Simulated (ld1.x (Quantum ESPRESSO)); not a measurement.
# Building the RRKJ potential for zirconium (Zr) (Wu–Cohen, scalar-relativistic).

| Item | Value |
| --- | --- |
| Element | Zr (Z = 40) |
| Generator | ld1.x (Quantum ESPRESSO) 7.5 |
| Type | norm-conserving RRKJ (Kleinman–Bylander form) |
| Functional | Wu–Cohen |
| Relativity | scalar-relativistic |
| Frozen core | [Ar] 3d10 4s2 |
| Valence charge | 10 |
| Reference configuration | 4p6 4d2.5 5s1.5 5p0 |
| Partial waves | 4p (bound): rc 1.85 bohr; 4d (bound): rc 2.30 bohr; 5s (bound): rc 3.25 bohr |
| Local potential | the s channel |
| Core correction | Bessel-smoothed model core inside 1.25 bohr |
| rho0 | 0.005 |

(1) Estimate the cutoffs (Ry, on a coarse ladder) from which the occupation-weighted sum of valence levels, in a spherical-Bessel basis at the reference potential, stays within 10 and 1 mRy of its value at 400 Ry.

(2) What does a ghost test show?

(3) Tests: 4p6 4d2 5s2 5p0; 4p6 4d2 5s1 5p0; 4p6 4d2 5s0 5p0; 4p6 4d0 5s0 5p0; 4p6 4d3 5s0 5p0; 4p6 4d2 5s1.5 5p0; 4p6 4d2 5s0 5p2. Which has the largest error in its energy relative to the reference configuration, and how large is it?

Answers

(1) 35 Ry and 45 Ry.

(2) No extra level below or beside the all-electron valence levels (p, d, s, f tested).

(3) 4p6 4d2 5s0 5p2, with -1140 meV (all-electron minus pseudo) on +5.77 eV.
